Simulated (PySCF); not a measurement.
How the method changes the constants of GaC

State: ⁴Σ⁻ (quartet), unpaired electrons σ ↑, π ↑↑. Set-up: Ga def2-SVP, C def2-SVP; no relativity (PySCF 2.14). De refers to Ga + C in their high-spin ground configurations, without counterpoise correction. The functionals are run spin-unrestricted. A positive dipole means Ga(−)C(+).

| Level | Re (Å) | ωe (cm⁻¹) | De (eV) | μ (D) |
| --- | --- | --- | --- | --- |
| UHF | 2.030 | 558 | 2.35 | -1.50 |
| UHF-MP2 | 2.006 | 574 | 2.97 | n/a |
| UHF-SCS-MP2 | 2.011 | 569 | 2.70 | n/a |
| UHF-CCSD | 2.004 | 572 | 2.86 | n/a |
| UHF-CCSD(T) | 2.003 | 571 | 2.95 | n/a |
| PBE | 2.010 | 536 | 3.57 | -1.83 |
| BLYP | 2.031 | 513 | 3.25 | -1.87 |
| TPSS | 2.013 | 538 | 3.43 | -1.81 |
| r²SCAN | 1.996 | 559 | 3.47 | -1.70 |
| B3LYP | 2.015 | 536 | 3.13 | -1.95 |
| PBE0 | 2.001 | 556 | 3.34 | -1.88 |

The bond length runs from 1.996 Å (r²SCAN) to 2.031 Å (BLYP). De spans 2.35 eV (UHF, mean field) to 3.57 eV (PBE, GGA). Correlation at CCSD(T) changes the Hartree–Fock bond energy by +0.60 eV; the triples alone change it by +0.09 eV.

Correlated steps freeze 10 core orbitals. Correlated levels converge slowly with the basis: in double zeta they bind strong bonds too weakly, by up to about 1 eV, and carry superposition errors of some tenths. Spin–orbit coupling is left out. The state was picked by a PBE0 search and need not be the measured ground state.

The whole job (state search and all levels along the bond) took about 1 min on 1 thread of Intel Xeon 6975P-C (shared host), peak memory 0.51 GiB.
